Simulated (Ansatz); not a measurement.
One change: `O[SiH2][SiH2]F` becomes `O[SiH](I)[SiH2]F`.

Ansatz, PBE0-D4/def2-TZVP geometries, multiplicity 1. Each molecule was computed in one conformer, which needn't be the lowest.

Elements past krypton have def2 core potentials.

```tsv
property	`O[SiH2][SiH2]F`
HOMO–LUMO gap (PBE0/def2-TZVPP) / eV	7.17
HOMO–LUMO gap (B3LYP/def2-TZVPP) / eV	6.78
size of the dipole moment (PBE/def2-TZVPP) / D	2.08
HOMO–LUMO gap (PBE/def2-TZVPP) / eV	5.08
LUMO energy (PBE/def2-TZVPP) / eV	-1.88
LUMO energy (B3LYP/def2-TZVPP) / eV	-1.21
```

Q: What does the change do to each property? (Estimate.)

A: The calculation gave: 
```tsv
property	`O[SiH](I)[SiH2]F`	shift
HOMO–LUMO gap (PBE0/def2-TZVPP) / eV	6.41	-0.76
HOMO–LUMO gap (B3LYP/def2-TZVPP) / eV	6.01	-0.77
size of the dipole moment (PBE/def2-TZVPP) / D	2.08	0.00
HOMO–LUMO gap (PBE/def2-TZVPP) / eV	4.45	-0.63
LUMO energy (PBE/def2-TZVPP) / eV	-2.00	-0.12
LUMO energy (B3LYP/def2-TZVPP) / eV	-1.33	-0.12
```

With PBE0 the HOMO rises by 0.62 eV and the LUMO falls by 0.15 eV, so the gap narrows by about 0.77 eV. PBE moves the HOMO by 0.51 eV and ωB97M-V by 0.62 eV. Dipoles are sizes alone; their direction can turn.

B3LYP here is the variant with VWN-RPA as its local correlation; programs differ in this.

Spin–orbit coupling is left out; it splits and shifts lone-pair levels of the heavy atoms by tenths of an eV.
